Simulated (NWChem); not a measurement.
Molecule: BaCl, doublet; SMILES [Cl][Ba]

All runs: NWChem. Spin-unrestricted. Structure relaxed at the PBE0/def2-SVP, spin-unrestricted level. This spin state was assumed; another may lie lower. No stability test was run on the SCF state. def2 effective core potentials on Ba; no spin-orbit coupling. Vertical excitations in the gas phase; the lowest state need not have the same character in each row. Excited states of an open shell can be spin-contaminated.

```
level                                       lowest excitation (eV)  oscillator strength of that lowest state  lowest state with f > 0.02 (eV)  oscillator strength of that bright state  lowest empty minus highest occupied level, either spin (eV)
------------------------------------------  ----------------------  ----------------------------------------  -------------------------------  ----------------------------------------  -----------------------------------------------------------
PBE/def2-SVPD, TDA                                            0.91                                     0.000                             1.28                                     0.092                                                         0.79
B3LYP/def2-SVPD, TDA                                          1.05                                     0.000                             1.38                                     0.099                                                         1.37
BHandHLYP/def2-SVPD, TDA                                      1.10                                     0.000                             1.35                                     0.117                                                         2.45
LDA (Slater exchange, VWN5)/def2-SVPD, TDA                    1.09                                     0.000                             1.41                                     0.075                                                         0.60
```
